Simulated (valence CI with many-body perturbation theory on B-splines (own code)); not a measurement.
Sensitivity of CI+MBPT for P10+

Computed by valence CI with perturbative core correlation (CI+MBPT): three valence electrons over a frozen Dirac-Fock core [He], radial functions for each j: 6 s, 6 p, 5 d, 3 f, 1 g, with the one-electron correlation potential Σ1, the two-electron term Σ2, the three-electron term Σ3, Breit, model QED; selected CI, second order for the rest, scaled by the run's own slope (own B-spline code, finite nucleus).

No measured spectrum was set against this ion. As an estimate, levels of excited configurations hold to 0.05 to 0.15 % of their energy, terms of the ground configuration to about 0.5 %.

The reference run has the lowest level 2s2 2p 2P°_1/2 and an ionisation energy of 479.379 eV. Its largest variational space holds 4049 state functions.

Changed runs:
A. highest l with Σ1, explicit Σ2 and valence Breit (higher l get mean screening factors) 3 → 0
B. hole-hole ladder in Σ2 on → off
C. scale of Σ1 1 → 0.9
D. box radius (bohr) 5.3062 → 0.88 (bad on purpose)

Excitation energies of the reference run in cm⁻¹, and shifts in cm⁻¹:

| Level | Reference | A | B | C |
| --- | --- | --- | --- | --- |
| 2s2 2p 2P°_3/2 | 9700 | -100 | -0.3 | -3.6 |
| 2s 2p2 4P_1/2 | 176890 | +846 | -57 | +110 |
| 2s 2p2 4P_3/2 | 180374 | +788 | -57 | +109 |
| 2s 2p2 4P_5/2 | 185330 | +1085 | -57 | +107 |
| 2s 2p2 2D_3/2 | 317039 | +1299 | -57 | +104 |
| 2s 2p2 2D_5/2 | 317148 | +1423 | -57 | +104 |
| 2s 2p2 2S_1/2 | 403820 | +655 | +40 | +101 |
| 2s 2p2 2P_1/2 | 427291 | +2719 | -51 | +107 |
| 2s 2p2 2P_3/2 | 432532 | +2992 | -57 | +106 |
| 2p3 4S°_3/2 | 558767 | +4932 | -57 | +222 |
| 2p3 2D°_3/2 | 632199 | +4248 | -56 | +217 |
| 2p3 2D°_5/2 | 632400 | +4669 | -57 | +217 |
| Ionisation energy (eV) | 479.379 | +0.009 | -0.0012 | -0.026 |

Run D: It gave no result. The program said: "need at least one array to concatenate".
